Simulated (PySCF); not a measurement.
## Relaxation of triplet Pb₂S

Level of theory: UPBE0 in PySCF with S def2-SVP, Pb def2-SVP with ECP60; scalar-relativistic core potentials, no spin–orbit coupling; density-fitted integrals. A (50,194) grid was used.

A start displaced from a saddle point along its imaginary mode, of Cs symmetry, held to at least that symmetry:

```xyz
3
charge 0 multiplicity 3, angstrom
S    -0.1200    0.0000   -1.6824
Pb    1.7719    0.0000    0.1388
Pb   -1.7534    0.0000    0.1198
```

Optimiser trace:
| step | E − E(last) (kJ/mol) | largest gradient (Eh/bohr) |
| --- | --- | --- |
| 0 | 17.88 | 0.00905 |
| 1 | 15.45 | 0.00657 |
| 2 | 14.62 | 0.02862 |
| 3 | 6.66 | 0.01109 |
| 4 | 4.69 | 0.00973 |
| 5 | 1.84 | 0.00868 |
| 6 | 0.75 | 0.00287 |
| 7 | 0.52 | 0.00233 |
| 8 | 0.32 | 0.00229 |
| 9 | 0.17 | 0.00180 |
| 10 | 0.03 | 0.00066 |
| 11 | 0.00 | 0.00018 |
| 12 | 0.00 | 0.00008 |

It ends at C2v with Pb–Pb 3.030 Å, S–Pb 2.581 Å (×2); Pb–Pb–S 54.0° (×2), Pb–S–Pb 71.9° (after a last refinement on a finer grid). A frequency run shows a minimum. Other isomers or separated fragments may lie lower.

Final geometry:
```xyz
3
charge 0 multiplicity 3, angstrom
S    -0.0478    0.0000   -1.9396
Pb    1.5184    0.0000    0.1117
Pb   -1.5111    0.0000    0.1863
```

At this level a singlet minimum of C2v symmetry lies 57 kJ/mol below this structure. With an element this heavy the missing spin–orbit coupling can shift these numbers.

The relaxation took of the order of 110 core-seconds on a shared host.
